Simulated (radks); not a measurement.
Species: Pm+. Configuration: [Xe] 4f5 6s1 (the NIST ground configuration). All-electron calculation, Dirac Kohn-Sham, PBEsol, spin-unpolarised, spherical densities, point nucleus; open shells fill j = l - 1/2 first. Program: a radial shooting solver on a logarithmic mesh with Libxc functionals. Some entries of the table are withheld. Estimate them.

| orbital | occ. | eigenvalue (eV) | r(max) (bohr) |
|---|---|---|---|
| 1s1/2 | 2 | -44967.30 | 0.01479 |
| 2s1/2 | 2 | -7312.709 | 0.08398 |
| 2p1/2 | 2 | -6925.707 | 0.06371 |
| 2p3/2 | 4 | -6365.824 | 0.06925 |
| 3s1/2 | 2 | -1598.754 | 0.2389 |
| 3p1/2 | 2 | -1432.848 | 0.2258 |
| 3p3/2 | 4 | -1320.288 | 0.2377 |
| 3d3/2 | 4 | -1031.840 | 0.1898 |
| 3d5/2 | 6 | -1007.438 | 0.1932 |
| 4s1/2 | 2 | -322.2599 | 0.5524 |
| 4p1/2 | 2 | -259.1763 | 0.5590 |
| 4p3/2 | 4 | -234.5682 | 0.5844 |
| 4d3/2 | 4 | -130.8332 | 0.5982 |
| 4d5/2 | 6 | -126.4629 | 0.6065 |
| 5s1/2 | 2 | -47.8466 | (1) |
| 5p1/2 | 2 | -30.9955 | (2) |
| 5p3/2 | 4 | -27.7056 | (3) |
| 6s1/2 | 1 | -8.2984 | 3.491 |
| 4f5/2 | 5 | -8.2934 | 0.6351 |
| 4f7/2 | 0 | -7.8245 | 0.6404 |

Answer. 
(1) 5s1/2 r(max) (bohr): 1.290
(2) 5p1/2 r(max) (bohr): 1.414
(3) 5p3/2 r(max) (bohr): 1.490
